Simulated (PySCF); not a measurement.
Molecule: SMILES C#C[C@H]1CCC=C1F, C₇H₇F.

Geometry (Å), atoms numbered from 1 in this order:
```xyz
15

C     2.641   -0.311    1.213
C     1.763   -0.146    0.417
C     0.674    0.060   -0.523
C    -0.422   -1.020   -0.392
C    -1.520   -0.393    0.486
C    -1.268    1.081    0.381
C    -0.088    1.311   -0.166
F     0.464    2.512   -0.394
H     3.419   -0.460    1.901
H     1.091    0.114   -1.534
H    -0.026   -1.939    0.037
H    -0.824   -1.248   -1.380
H    -1.427   -0.711    1.527
H    -2.520   -0.662    0.145
H    -1.962    1.821    0.734
```

Frames of a GFN2-xTB Langevin trajectory at 200 K; GIAO PBE0/pcSseg-1 shieldings in PySCF, gas phase, non-relativistic; equivalent atoms averaged within each frame.

Shifts are taken against calculated references (same method and geometry level): 13C (σref 186.93) and 1H (σref 31.72) vs TMS; 19F (σref 170.95) vs CFCl3. The references are static minima.

How do the shifts (ppm) fluctuate along the trajectory?

Answers


```tsv
time (fs)	C7	C6	C2	C1	C4	C3	C5	F8	H15	H10
250	172.2	114.0	90.7	77.5	48.4	36.0	28.4	-119.5	5.75	3.10
425	173.1	115.5	88.4	77.5	25.9	31.7	30.2	-124.5	5.44	2.99
625	173.2	114.3	92.3	77.4	37.3	41.2	29.8	-106.3	5.68	4.31
800	173.4	109.8	88.4	77.6	34.3	35.0	27.2	-128.2	5.37	2.38
1000	175.1	109.1	90.2	78.2	35.4	36.7	36.7	-108.2	6.23	3.98
mean of frames	173.4	112.5	90.0	77.6	36.3	36.1	30.5	-117.3	5.69	3.35
standard deviation	1.1	2.9	1.7	0.3	8.1	3.4	3.7	9.7	0.34	0.78
```

5 frames give an uncertainty of the mean of about the standard deviation over 2.2 at best, since frames this close in time may not be independent; classical motion lacks zero-point vibration, and the reference would need the same averaging.
